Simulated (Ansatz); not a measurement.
Bond stretch in SeMg, lowest singlet found (which spin is the ground state isn't settled by this scan).

Computed with: RKS-PBE0 = restricted PBE0/cc-pVDZ run with Ansatz (a program for electronic structure); RCCSD(T) = CCSD(T) on RHF/cc-pVDZ, cores with 3d frozen (Ansatz); FCI = full CI/cc-pVDZ, cores with 3d frozen run with Ansatz.

Energies relative to the lowest point of each curve between 2.06 and 2.62 Å, where full CI is lowest, in kcal/mol:

```tsv
R / Å	RKS-PBE0	RCCSD(T)
1.88	37.2	42.8
2.06	8.2	10.6
2.16	1.8	2.9
2.25	0.0	0.0
2.36	1.1	0.0
2.46	4.3	2.4
2.58	9.7	6.9
2.62	11.8	8.7
```

### Question
Predict the corresponding FCI column.

### Answer
1.88: 43.1; 2.06: 10.8; 2.16: 3.0; 2.25: 0.1; 2.36: 0.0; 2.46: 2.2; 2.58: 6.7; 2.62: 8.4 (kcal/mol).

The scan ran from 1.88 to 8.82 Å; beyond the distances shown full CI changes its symmetry label. The restricted form behind RKS-PBE0 keeps the bonding electrons paired and can't separate into open-shell fragments. Also computed but left out beside FCI, since their determinant holds another spin at the minimum (<S²> over 0.7 above the pure value): UHF, UMP2, UCCSD, UCCSD(T), UCCSDT, UCCSDT(Q), UMP2/6-31G*, UHF/3-21G.
